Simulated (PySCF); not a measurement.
Which level of theory gave which numbers?

CH8BOPSi.
SMILES with atom numbers: `[BH2:1][PH:2][SiH2:3][O:4][CH3:5]` (hydrogens: H6, H7 on B1; H8 on P2; H9, H10 on Si3; H11, H12, H13 on C5)

The closed-shell ground state was solved 7 times with PySCF (density fitting, gas phase), always in the pcSseg-1 basis (139 functions), with these functionals: B3LYP, BHandHLYP, BLYP, HF, LC-wPBE, mPW1PW91 and wB97X-D. Geometry: PBE0-D3(BJ)/def2-SVP, one conformer, isolated molecule.

| row | total energy (Eh) | HOMO (eV) | LUMO (eV) | dipole (D) |
| --- | --- | --- | --- | --- |
| P | -773.7470 | -6.18 | -2.41 | 1.98 |
| Q | -773.7969 | -7.41 | -1.69 | 2.10 |
| R | -771.6974 | -9.57 | 1.76 | 2.24 |
| S | -773.5223 | -9.90 | 0.49 | 2.21 |
| T | -773.7550 | -9.16 | 0.12 | 2.15 |
| U | -773.8609 | -7.15 | -1.87 | 2.03 |
| V | -773.7212 | -8.22 | -0.67 | 2.11 |

Q: Which functional belongs to which row?

A: P = BLYP, Q = mPW1PW91, R = HF, S = LC-wPBE, T = wB97X-D, U = B3LYP, V = BHandHLYP. By rising HOMO–LUMO gap: BLYP (GGA) 3.77 eV; B3LYP (global hybrid, 20 % exact exchange) 5.28 eV; mPW1PW91 (global hybrid, 25 % exact exchange) 5.72 eV; BHandHLYP (global hybrid, 50 % exact exchange) 7.55 eV; wB97X-D (range-separated hybrid) 9.28 eV; LC-wPBE (range-separated hybrid) 10.39 eV; HF (all exact exchange) 11.33 eV. Total energies of different functionals aren't bounds to one another; each is stationary for its own functional.

Conformer computed: `[BH2:1][PH:2][SiH2:3][O:4][CH3:5]`: B1–P2–Si3–O4 -80°, P2–Si3–O4–C5 162°.

wB97X-D is run here without its empirical dispersion term; that term would change no orbital, density or response property at a fixed geometry.
